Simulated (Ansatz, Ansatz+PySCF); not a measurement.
```yaml
atoms:
  - { symbol: S, position_ang: [0.0000, 0.0000, 0.0000] }
  - { symbol: O, position_ang: [1.5568, 0.0000, 0.0000] }
  - { symbol: O, position_ang: [-0.7784, 1.3482, 0.0000] }
  - { symbol: O, position_ang: [-0.7784, -1.3482, 0.0000] }
```

Basis set: def2-SVP (spherical functions). Left uncorrelated: 8 orbitals. Charge 0, multiplicity 1.

Computed with Ansatz (development build ahead of 0.2.0); each method stands on the lowest determinant of its kind that the runs found. Restricted open shells among the atoms or ions are ROHF, correlated in semicanonical orbitals with singles.

Task: Give the atomization energy at this shape (free ground-state atoms in the same class of orbitals less the molecule, no zero-point energy) of singlet SO₃ by RHF-CCSD(T), RHF-CCSD, RHF-MP2, RHF, UHF.

Result:

```
     method  atomization energy
RHF-CCSD(T)       1005.7 kJ/mol
   RHF-CCSD        919.6 kJ/mol
    RHF-MP2       1137.0 kJ/mol
        RHF        224.7 kJ/mol
        UHF        175.0 kJ/mol
```

Caution: the shape is not the minimum.
